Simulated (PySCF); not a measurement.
Basis-set dependence of population analyses: `CCBNC`

C₃H₁₀BN.
SMILES with atom numbers: `[CH3:1][CH2:2][BH:3][NH:4][CH3:5]` (hydrogens: H6, H7, H8 on C1; H9, H10 on C2; H11 on B3; H12 on N4; H13, H14, H15 on C5)

PBE0 throughout (PySCF), one geometry, spherical d and f functions. One conformer (not necessarily the lowest) at the PBE0-D3(BJ)/def2-SVP geometry, without solvent, vibrations or thermal averaging. Atoms taken as equivalent share a column and are averaged. The first 7 of 10 kinds of atom are listed.

Mulliken charges (e):

| basis | functions | C1 | C2 | B3 | N4 | C5 | H6/H7/H8 | H9/H10 |
| --- | --- | --- | --- | --- | --- | --- | --- | --- |
| STO-3G | 35 | -0.227 | -0.241 | +0.237 | -0.366 | -0.147 | +0.071 | +0.062 |
| 6-31G | 65 | -0.495 | -0.520 | +0.461 | -0.691 | -0.319 | +0.160 | +0.149 |
| pcSseg-0 | 65 | -0.650 | -0.872 | +0.596 | -0.817 | -0.408 | +0.224 | +0.228 |
| 6-31G* | 90 | -0.527 | -0.475 | +0.276 | -0.543 | -0.376 | +0.170 | +0.155 |
| cc-pVDZ | 120 | -0.108 | -0.124 | -0.059 | -0.063 | +0.002 | +0.040 | +0.023 |
| def2-SVP | 120 | -0.102 | -0.137 | -0.045 | -0.166 | +0.038 | +0.040 | +0.035 |
| 6-311+G(2d,p) | 195 | -0.517 | -0.377 | +0.381 | -0.352 | -0.443 | +0.143 | +0.125 |
| aug-cc-pVDZ | 205 | +0.351 | +0.602 | -0.121 | -0.097 | +0.797 | -0.180 | -0.314 |
| def2-TZVP | 215 | -0.360 | -0.263 | +0.027 | -0.268 | -0.267 | +0.119 | +0.096 |
| IGLO-III | 275 | -0.357 | -0.367 | +0.378 | -0.330 | -0.308 | +0.113 | +0.093 |
| cc-pVTZ | 290 | -0.299 | -0.213 | -0.019 | -0.112 | -0.196 | +0.096 | +0.075 |
| pcSseg-2 | 320 | -0.085 | -0.160 | +0.364 | -0.496 | +0.130 | +0.031 | +0.015 |

IAO charges (e):

| basis | functions | C1 | C2 | B3 | N4 | C5 | H6/H7/H8 | H9/H10 |
| --- | --- | --- | --- | --- | --- | --- | --- | --- |
| STO-3G | 35 | -0.383 | -0.383 | +0.126 | -0.310 | -0.307 | +0.127 | +0.127 |
| 6-31G | 65 | -0.415 | -0.399 | +0.114 | -0.352 | -0.323 | +0.138 | +0.135 |
| pcSseg-0 | 65 | -0.407 | -0.405 | +0.100 | -0.334 | -0.306 | +0.136 | +0.137 |
| 6-31G* | 90 | -0.395 | -0.391 | +0.130 | -0.358 | -0.295 | +0.132 | +0.130 |
| cc-pVDZ | 120 | -0.393 | -0.390 | +0.109 | -0.347 | -0.292 | +0.131 | +0.130 |
| def2-SVP | 120 | -0.383 | -0.385 | +0.112 | -0.342 | -0.283 | +0.128 | +0.128 |
| 6-311+G(2d,p) | 195 | -0.408 | -0.402 | +0.119 | -0.367 | -0.304 | +0.136 | +0.135 |
| aug-cc-pVDZ | 205 | -0.406 | -0.399 | +0.115 | -0.363 | -0.303 | +0.135 | +0.134 |
| def2-TZVP | 215 | -0.408 | -0.403 | +0.121 | -0.366 | -0.303 | +0.136 | +0.135 |
| IGLO-III | 275 | -0.409 | -0.403 | +0.120 | -0.368 | -0.305 | +0.137 | +0.136 |
| cc-pVTZ | 290 | -0.409 | -0.403 | +0.120 | -0.365 | -0.304 | +0.136 | +0.136 |
| pcSseg-2 | 320 | -0.408 | -0.403 | +0.123 | -0.368 | -0.303 | +0.136 | +0.135 |

Some averages cover members that differ in this geometry, most widely: H9/H10, Mulliken in aug-cc-pVDZ -0.364 to -0.264; H9/H10, Mulliken in 6-311+G(2d,p) +0.106 to +0.144; H9/H10, Mulliken in cc-pVDZ +0.007 to +0.039; H9/H10, Mulliken in def2-SVP +0.019 to +0.050 e.

Q: Which scheme is steadiest as the basis changes?

A: Largest range over the bases for any column: IAO 0.06 e, Mulliken 1.47 e. IAO charges move least and Mulliken charges most, counted in e. Without the minimal STO-3G basis the ranges are IAO 0.04, Mulliken 1.47 e.

Q: How much do the charges still move between the two largest bases, cc-pVTZ and pcSseg-2?

A: At most, over all atoms: Mulliken 0.385 e, IAO 0.003 e.

Q: What do the same runs give for the total energy, the frontier levels and the dipole moment?

A: 
| basis | energy (Eh) | HOMO (eV) | LUMO (eV) | μ (D) |
| --- | --- | --- | --- | --- |
| STO-3G | -197.3194 | -5.62 | 4.33 | 1.94 |
| 6-31G | -199.6777 | -7.33 | 1.25 | 1.82 |
| pcSseg-0 | -199.2851 | -7.60 | 1.04 | 2.00 |
| 6-31G* | -199.7217 | -7.34 | 1.22 | 1.77 |
| cc-pVDZ | -199.7374 | -7.44 | 0.93 | 1.80 |
| def2-SVP | -199.5868 | -7.51 | 0.91 | 1.83 |
| 6-311+G(2d,p) | -199.7865 | -7.59 | 0.16 | 1.67 |
| aug-cc-pVDZ | -199.7496 | -7.57 | -0.07 | 1.66 |
| def2-TZVP | -199.8004 | -7.58 | 0.61 | 1.69 |
| IGLO-III | -199.8085 | -7.58 | 0.45 | 1.66 |
| cc-pVTZ | -199.7982 | -7.56 | 0.67 | 1.70 |
| pcSseg-2 | -199.8039 | -7.60 | 0.47 | 1.67 |

The dipole is fixed by the density alone, so its range of 0.34 D shows that the density itself changes with the basis, not only its division among atoms.
